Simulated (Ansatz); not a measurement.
This geometry of BF2H3O (7 atoms, charge 0, multiplicity 1) is a first-order saddle point.

All numbers below come from RKS PBE-D4/def2-SVP (Ansatz 0.2.0).

```xyz
7
Properties=species:S:1:pos:R:3
B 0.064 -0.275 -0.062
F -0.038 0.079 1.586
H 1.077 0.242 -0.476
F -1.130 0.027 -0.614
O 0.175 -1.716 0.357
H -0.653 -2.183 0.128
H 0.034 -1.029 1.461
```

(1) Which two structures does it join? (They come from a converged band through this point; their orientation in space is the band's.)

(2) How far does it lie above each of them?

Answers

(1) Bonds broken: B1–F2, O5–H7. Bonds formed: F2–H7. BF2H3O becomes BFH2O + FH.

First end point:

```xyz
7
Properties=species:S:1:pos:R:3
B 0.053 0.008 0.078
F -0.073 0.521 1.343
H 1.089 0.218 -0.526
F -1.116 -0.034 -0.636
O 0.184 -1.748 0.502
H -0.661 -2.096 0.145
H 0.054 -1.722 1.474
```

Last end point:

```xyz
7
Properties=species:S:1:pos:R:3
B 0.051 -0.429 -0.443
F -0.038 -0.037 2.247
H 1.059 0.229 -0.539
F -1.102 -0.011 -0.969
O 0.108 -1.661 0.160
H -0.758 -2.115 0.128
H 0.209 -0.830 1.797
```

(2) 17.8 kcal/mol above the first and 8.2 kcal/mol above the second. This is the barrier of this one path; another mechanism may lie lower. The orbitals stay closed-shell, which can raise the energy where a bond breaks towards radicals; this wasn't checked here.

Run time: 45 s on 2 threads of Arm Neoverse V1, on a shared host, peak memory 0.12 GiB.
